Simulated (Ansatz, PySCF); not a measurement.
Scan of H₂Ge, singlet: symmetric bend, bond length relaxed. Scanned: H-Ge-H angle. Other coordinates (Ge-H bond length) were minimised at B3LYP/def2-TZVP.

Levels: PBE/def2-TZVP (PySCF); r2SCAN/def2-TZVP (PySCF); CCSD(T)/aug-cc-pVQZ = Ansatz (an electronic-structure program) with CCSD(T) on RHF/aug-cc-pVQZ, cores with 3d frozen.

Energies relative to the lowest point of each profile, in eV; the last columns give the difference from CCSD(T):

| a / ° | PBE | r2SCAN | CCSD(T)/aug-cc-pVQZ | PBE − CCSD(T)/aug-cc-pVQZ | r2SCAN − CCSD(T)/aug-cc-pVQZ |
|---|---|---|---|---|---|
| 157 | — | 2.318 | 2.140 | — | 0.178 |
| 147 | 1.671 | 1.741 | 1.604 | 0.067 | 0.137 |
| 137 | 1.162 | 1.213 | 1.110 | 0.052 | 0.103 |
| 127 | 0.735 | 0.766 | 0.689 | 0.046 | 0.077 |
| 117 | 0.398 | 0.413 | 0.358 | 0.041 | 0.055 |
| 107 | 0.159 | 0.162 | 0.126 | 0.033 | 0.036 |
| 97 | 0.024 | 0.022 | 0.004 | 0.020 | 0.018 |
| 87 | 0.000 | 0.000 | 0.000 | 0.000 | 0.000 |
| 77 | 0.095 | 0.105 | 0.122 | -0.027 | -0.017 |
| 67 | 0.313 | 0.340 | 0.374 | -0.061 | -0.035 |
| 60 | 0.537 | 0.577 | 0.624 | -0.088 | -0.047 |

PBE is furthest from CCSD(T)/aug-cc-pVQZ at 60 (-0.088 eV, below); its mean absolute difference over the points is 0.043 eV.

r2SCAN is furthest from CCSD(T)/aug-cc-pVQZ at 157 (0.178 eV, above); its mean absolute difference over the points is 0.064 eV.

Dashes: no converged value, or the column stops at the first point that the program doubted or that broke a chosen test of continuity, which isn't proof of a fault.

The scan ran from 180.0 to 60.0; beyond the range shown the relaxed coordinates jump or full CI changes its symmetry label.
